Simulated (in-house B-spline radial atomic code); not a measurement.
Relativistic effects in Br⁶⁺, [Ar] 3d10 4s1: non-relativistic Hartree-Fock (point nucleus) against Dirac-Hartree-Fock (Fermi nucleus of rms radius 4.1629 fm), both averages of the configuration, computed with a radial B-spline atomic code at the basis-set limit.

| orbital | ε NR (Eh) | ε Dirac (Eh) | <r> NR (bohr) | <r> Dirac (bohr) | change of <r> (%) |
| --- | --- | --- | --- | --- | --- |
| 1s1/2 | -493.45 | ? | 0.04367 | ? | ? |
| 2s1/2 | -68.526 | -70.471 | 0.1931 | 0.1886 | -2.3 |
| 2p1/2 | -61.888 | -63.55 | 0.1671 | 0.1627 | -2.6 |
| 2p3/2 | -61.888 | -61.787 | 0.1671 | 0.1666 | -0.3 |
| 3s1/2 | -13.13 | ? | 0.5581 | ? | ? |
| 3p1/2 | -10.734 | -11.004 | 0.5646 | 0.5537 | -1.9 |
| 3p3/2 | -10.734 | -10.737 | 0.5646 | 0.5632 | -0.3 |
| 3d3/2 | -6.486 | -6.4636 | 0.5746 | 0.574 | -0.1 |
| 3d5/2 | -6.486 | -6.4205 | 0.5746 | 0.5777 | +0.5 |
| 4s1/2 | -3.6889 | -3.7444 | 1.469 | 1.447 | -1.5 |

Question: What happens to 3s1/2?

Answer: Its energy goes to -13.478 hartree and <r> to 0.5476 bohr (-1.87 %).

Question: What happens to 1s1/2?

Answer: Its energy goes to -501.94 hartree and <r> to 0.04273 bohr (-2.16 %).

Question: What explains the pattern of contraction and expansion?

Answer: Expansion is seen in 3d5/2. The s and p1/2 orbitals contract directly, screen the nucleus better, and so push out orbitals that have little density near the nucleus; spin-orbit coupling adds to this for j = l + 1/2 and opposes it for j = l - 1/2.

Question: By how much does the total energy change?

Answer: By -32.524 hartree, from -2563.112 to -2595.636.
